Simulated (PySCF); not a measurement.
HLiO, SMILES [OH][Li].

Geometry: r2SCAN-D4/def2-TZVPD. The isomer is the one that the SMILES or the coordinates give; other isomers of the formula were not compared.

The numbers are results of TDA-M06-2X/def2-TZVPD (PySCF 2.14.0), not measurements.

Vertical excitations; the highest root listed may be one member of a degenerate set. Isolated molecule, no solvent. State labels are in the subgroup C2v.

| state | symmetry | energy (eV) | λ (nm) | f | main pairs |
|---|---|---|---|---|---|
| S1 | B2 | 4.64 | 267 | 0.028 | HOMO→LUMO (degenerate set) |
| S2 | B1 | 4.64 | 267 | 0.028 | HOMO−1→LUMO (degenerate set) |
| S3 | A2 | 6.12 | 203 | 0.000 | HOMO−1→LUMO+2 44 %, HOMO→LUMO+1 44 % |
| S4 | B2 | 6.26 | 198 | 0.048 | HOMO→LUMO+3 (degenerate set) |
| S5 | B1 | 6.26 | 198 | 0.048 | HOMO−1→LUMO+3 (degenerate set) |
| S6 | A1 | 6.30 | 197 | 0.000 | HOMO→LUMO+2, HOMO−1→LUMO+1 (degenerate set) |
| S7 | A2 | 6.30 | 197 | 0.000 | HOMO→LUMO+1, HOMO−1→LUMO+2 (degenerate set) |
| S8 | A1 | 6.85 | 181 | 0.045 | HOMO−1→LUMO+1 49 %, HOMO→LUMO+2 49 % |
| S9 | B2 | 7.71 | 161 | 0.000 | HOMO→LUMO+4 (degenerate set) |
| S10 | B1 | 7.71 | 161 | 0.000 | HOMO−1→LUMO+4 (degenerate set) |
| T1 | B1 | 4.75 | 261 | 0 | HOMO−1→LUMO (degenerate set) |
| T2 | B2 | 4.75 | 261 | 0 | HOMO→LUMO (degenerate set) |
| T3 | A2 | 6.12 | 203 | 0 | HOMO−1→LUMO+2 44 %, HOMO→LUMO+1 44 % |
| T4 | B1 | 6.13 | 202 | 0 | HOMO−1→LUMO+3 77 % |
Triplets are in the Tamm–Dancoff approximation.
